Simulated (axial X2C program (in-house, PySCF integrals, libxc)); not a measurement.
## Low determinants of IrO at the PBE0 level, two-component

Calculated with an axial X2C code built on PySCF integrals. Two-component (2c) means X2C with spin–orbit coupling and atomic mean-field two-electron Coulomb and Gaunt terms. Basis: Ir dyall-cv3z [13s14p9d6f4g], O dyall-av3z [7s6p3d2f] (cores contracted in-house); Gaussian nuclei, density fitting, unrestricted open shells. Masses: Ir 192.963 u, O 15.995 u.

Search at 1.720 Å (vertical energies from the lowest determinant):

```
ΔE (eV)    state  electrons beyond evenly filled partner blocks  electrons in ±ω = 1/2, 3/2, 5/2, 7/2
   0.00  Ω = 7/2                     ω = -1/2, ω = 3/2, ω = 5/2                             49 25 9 2
   0.27  Ω = 3/2                                        ω = 3/2                            48 25 10 2
   0.33  Ω = 1/2                                        ω = 1/2                            49 24 10 2
   0.50  Ω = 3/2                     ω = 1/2, ω = -3/2, ω = 5/2                             49 25 9 2
   0.54  Ω = 5/2                                        ω = 5/2                             50 24 9 2
   0.67  Ω = 1/2                          2 × ω = -1/2, ω = 3/2                            48 25 10 2
   0.76  Ω = 9/2                      ω = 1/2, ω = 3/2, ω = 5/2                             49 25 9 2
```

Lowest determinant, Ω = 7/2 (⟨Sz⟩ = 1.46, ⟨Lz⟩ = 2.04 at PBE0): Re = 1.706 Å, ωe = 955.9 cm⁻¹.

The determinant in row 2 of the search, Ω = 3/2 (⟨Sz⟩ = 1.38, ⟨Lz⟩ = 0.12 at PBE0), was followed along the bond at PBE0; measured from the minimum of the lowest determinant it gives:

Te = 0.237 eV (1908 cm⁻¹), Re = 1.683 Å, ωe = 984.2 cm⁻¹.

**Question.** Compare the bond of the determinant in row 2 with that of the lowest one.

**Answer.** At PBE0 its Re is 0.023 Å shorter and its force constant, which goes as ωe², is 1.06 times that of the lowest determinant. T0 ≈ Te + Δωe/2 = 1908 + (14) = 1922 cm⁻¹.

The search compares states at one distance, so a state with another bond length can lie lower; it is not exhaustive and yields mostly the lowest determinant of each block pattern, so other components and higher states of one pattern are missing. These are energies of single determinants, not of spin-adapted states; PBE0 term energies can be off by some tenths of an eV, and the functional has no current term. The lowest determinant need not be the ground state where others lie within half an eV.
